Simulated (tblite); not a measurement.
C8H16N2.
Atom-mapped SMILES: `[CH3:1][N:2]1[CH2:3][C@@H:4]([C:5]([CH3:6])([CH3:7])[CH3:8])[CH:9]=[N:10]1` (hydrogens: H11, H12, H13 on C1; H14, H15 on C3; H16 on C4; H17, H18, H19 on C6; H20, H21, H22 on C7; H23, H24, H25 on C8; H26 on C9)

Computed geometry: GFN2-xTB, gas phase.

**Question.** List the bond lengths, angles and torsions at this level.

**Answer.** 
| bond | length (bohr) |
| --- | --- |
| C1–N2 | 2.711 |
| N2–C3 | 2.767 |
| C3–C4 | 2.910 |
| C4–C5 | 2.927 |
| C5–C6, C5–C7, C5–C8 | 2.893 |
| C4–C9 | 2.862 |
| C9=N10 | 2.401 |
| N2–N10 | 2.549 |
| C1–H11 | 2.078 |
| C1–H12, C1–H13 | 2.058 |
| C3–H14 | 2.060 |
| C3–H15 | 2.077 |
| C4–H16 | 2.069 |
| C6–H17 and 8 like bonds | 2.055 |
| C9–H26 | 2.026 |

Bonds in one row agree within 0.02 bohr and their mean is given. A selection of angles:
| angle | degrees |
| --- | --- |
| C1–N2–C3 | 119.1 |
| C1–N2–N10 | 117.4 |
| C3–N2–N10 | 110.4 |
| N2–C3–C4 | 103.6 |
| C3–C4–C5 | 115.4 |
| C3–C4–C9 | 99.2 |
| C5–C4–C9 | 112.9 |
| C4–C5–C6 | 110.9 |
| C4–C5–C7 | 109.7 |
| C6–C5–C7 | 110.1 |
| C7–C5–C8 | 108.3 |
| C4–C9–N10 | 113.9 |
| N2–N10–C9 | 110.5 |

Dihedral angles: C1–N2–C3–C4 -156° (antiperiplanar); N2–C3–C4–C5 -108° (anticlinal); C3–C4–C5–C6 56° (synclinal); C3–C4–C9–N10 -7° (synperiplanar); C4–C9–N10–N2 -2° (synperiplanar); C1–N2–N10–C9 153° (antiperiplanar).

N2 (nitrogen bonded to 2 C and N) is pyramidal (angles 119.1°, 117.4° and 110.4°, sum 346.9°, 0.30 Å off the plane of its three neighbours). Of the pairs four or more bonds apart, C9···H18 is among the closest relative to their van der Waals radii: 2.61 Å, 90 % of the sum of Bondi's values. The C–N distances run from 1.271 Å (C9=N10, drawn double) to 1.464 Å (N2–C3, drawn single), a spread of 0.193 Å. The 5-membered ring N2–C3–C4–C9–N10 has internal angles of 99.2° to 113.9°; it is slightly puckered (a soft mode that the optimisation may not have finished), 0.07 Å rms from its mean plane, widest ring torsion 16°. The C–C distances run from 1.515 Å (C4–C9, drawn single) to 1.549 Å (C4–C5, drawn single), a spread of 0.034 Å.

Point group: C1 (no symmetry element, even within 0.4 Å). Its GFN2-xTB frequencies are all real (lowest 55 cm⁻¹). One conformer, not necessarily the lowest.
